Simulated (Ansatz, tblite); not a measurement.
Isomers of W2S4⁻ (doublet), found by a short tight-binding search and relaxed with PBE-D4/def2-SVPD in Ansatz.

In the def2 sets W takes a core potential; there is no spin–orbit coupling. The xTB rows come from tblite.

Run but left out: HF/def2-TZVPD, BHLYP-D4/def2-TZVPD, MP2/def2-TZVPD (A: ⟨S²⟩ 1.23 to 2.56, where a pure state has 0.75).

A further structure is left out (at the level of its geometry, ⟨S²⟩ 1.78, where a pure state has 0.75); at PBE0-D4/def2-TZVPD its energy lies 0.00 eV below the lowest shown.

A: At r2SCAN-D4/def2-TZVPD, PBE0-D4/def2-TZVPD, CAM-B3LYP-D4/def2-TZVPD the charge -1 doublet is spin-contaminated (final ⟨S²⟩ up to 1.03, 0.75 for a pure state). B: At PBE0-D4/def2-TZVPD, CAM-B3LYP-D4/def2-TZVPD the charge -1 doublet is spin-contaminated (final ⟨S²⟩ up to 0.90, 0.75 for a pure state).

Other spin states were run for one of them alone.

A:

```xyz
6

W     0.4704    1.0618   -0.3592
W    -0.7973   -0.6046    0.6926
S     1.8237    0.3958   -1.9598
S     0.9232    0.5002    1.9065
S    -0.4965   -2.6610   -0.0280
S    -1.9235    1.3078   -0.2520
```

B:

Cartesian coordinates in Å:
```
W -0.346 -0.068 0.151
W 1.515 1.188 0.238
S -0.200 1.832 1.699
S -0.204 -2.332 0.776
S -1.090 -2.070 -1.143
S 0.324 1.451 -1.721
```

**Question.** Estimate which lies lowest at each level, and how far above it the others are (eV).

**Answer.** 
| level | A | B |
| --- | --- | --- |
| GFN1-xTB | 0.00 | 3.47 |
| GFN2-xTB | 0.00 | 0.93 |
| PBE-D4/def2-TZVPD | 0.00 | 2.03 |
| r2SCAN-D4/def2-TZVPD | 0.00 | 2.10 |
| PBE0-D4/def2-TZVPD | 0.00 | 1.94 |
| CAM-B3LYP-D4/def2-TZVPD | 0.00 | 2.09 |
Point groups (tolerance 0.1 Å): A Cs, B not assigned. Lower isomers may exist.
